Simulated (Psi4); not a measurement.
lanthanum atom (La), doublet (typed; the unrestricted solution is spin-contaminated) (core potentials on La). Base run: CAM-B3LYP/def2-SVP run with Psi4.

Input for Psi4:
```
memory 2 GB

molecule {
0 2
La    0.00000000    0.00000000    0.00000000
}

set {
  basis def2-svp
  reference uks
}

energy('cam-b3lyp')
print_variables()
```

Variants of this job, named by their change:

```json
[
 {"change": "base", "ΔE vs base (mEh)": "0.000", "SCF cycles": "15", "grid points": "20838", "basis functions": "32", "outcome": "converged"},
 {"change": "dft_spherical_points = 194", "ΔE vs base (mEh)": "0.000", "SCF cycles": "15", "grid points": "13386", "basis functions": "32", "outcome": "converged"},
 {"change": "soscf = true", "ΔE vs base (mEh)": "0.000", "SCF cycles": "19", "grid points": "20838", "basis functions": "32", "outcome": "converged"},
 {"change": "e_convergence = 1e-4", "ΔE vs base (mEh)": "0.000", "SCF cycles": "15", "grid points": "20838", "basis functions": "32", "outcome": "converged"},
 {"change": "d_convergence = 1e-10", "ΔE vs base (mEh)": "0.000", "SCF cycles": "22", "grid points": "20838", "basis functions": "32", "outcome": "converged"},
 {"change": "basis_guess = sto-3g", "ΔE vs base (mEh)": "-", "SCF cycles": "-", "grid points": "-", "basis functions": "-", "outcome": "input refused"},
 {"change": "guess = core", "ΔE vs base (mEh)": "0.000", "SCF cycles": "15", "grid points": "20838", "basis functions": "32", "outcome": "converged"},
 {"change": "df_basis_scf = cc-pvqz-jkfit", "ΔE vs base (mEh)": "-", "SCF cycles": "-", "grid points": "-", "basis functions": "32", "outcome": "input refused"},
 {"change": "dft_pruning_scheme = treutler", "ΔE vs base (mEh)": "0.000", "SCF cycles": "15", "grid points": "20838", "basis functions": "32", "outcome": "converged"},
 {"change": "dft_spherical_points = 974", "ΔE vs base (mEh)": "0.000", "SCF cycles": "14", "grid points": "67152", "basis functions": "32", "outcome": "converged"},
 {"change": "df_basis_scf = def2-universal-jkfit", "ΔE vs base (mEh)": "0.000", "SCF cycles": "15", "grid points": "20838", "basis functions": "32", "outcome": "converged"},
 {"change": "d_convergence = 1e-4", "ΔE vs base (mEh)": "0.000", "SCF cycles": "13", "grid points": "20838", "basis functions": "32", "outcome": "converged"},
 {"change": "dft_radial_points = 99", "ΔE vs base (mEh)": "-0.001", "SCF cycles": "14", "grid points": "27180", "basis functions": "32", "outcome": "converged"}
]
```

Open shells are given as the SCF converged; they aren't shown to be the lowest states, and a large step between rows can be another state.

- basis_guess = sto-3g: ended with `psi4.driver.qcdb.exceptions.BasisSetNotFound: BasisSet::construct: Unable to find a basis set for atom 1 for key BASIS among:`
- df_basis_scf = cc-pvqz-jkfit: ended with `psi4.driver.qcdb.exceptions.BasisSetNotFound: BasisSet::construct: Unable to find a basis set for atom 1 for key JKFIT among:`
